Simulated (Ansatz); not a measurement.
Two isomers of Cl2H2NNbO: A = `[NH]=[Nb]([OH])([Cl])[Cl]`, B = `[NH2][Nb](=[O])([Cl])[Cl]`.

Gas-phase electronic energies from Ansatz, PBE0-D4/def2-TZVP geometries. CCSD(T)/CBS is the MP2 limit (def2-TZVPP, def2-QZVPP) plus CCSD(T) − MP2 in def2-TZVPP, frozen cores. DFT in def2-TZVPP. B3LYP here is the variant with VWN-RPA as its local correlation; programs differ in this. def2 core potentials past Kr. For Nb outer-core shells are correlated without core-valence functions, which leaves a few kJ/mol of doubt a bond. One conformer a species, not always the lowest.

Task: Which isomer does CCSD(T)/CBS put lower? Give the gap. (Best estimate.)

Result: Ansatz gave: B, by 13.4 kcal/mol.

Task: Give E(B) − E(A) in kcal/mol with CCSD(T)/def2-TZVPP, CCSD(T)/def2-SVP, HF/def2-TZVPP, B2PLYP, PBE-D4, BLYP-D4, B3LYP-D4. (Estimate.)

Result: Ansatz gave: CCSD(T)/def2-TZVPP -14.2, CCSD(T)/def2-SVP -14.0, HF/def2-TZVPP -12.0, B2PLYP -15.6, PBE-D4 -15.6, BLYP-D4 -15.4, B3LYP-D4 -14.5. None reverses the order clearly.

Task: Does the order hold for the free energy at 298.15 K (harmonic terms from PBE0-D4)? (Estimate.)

Result: The calculation gave: Yes: G(B) − G(A) = -12.5 kcal/mol, for one conformer each.

Largest T1 diagnostic: 0.021.

In def2-TZVPP, CCSD(T) changes the Hartree–Fock value by −2.2 kcal/mol (the triples alone add −0.8 kcal/mol) and MP2 by −3.7 kcal/mol. From r2SCAN to r2SCAN0 (25 % exact exchange), in def2-TZVPP and without D4, E(B) − E(A) moves by +1.3 kcal/mol.
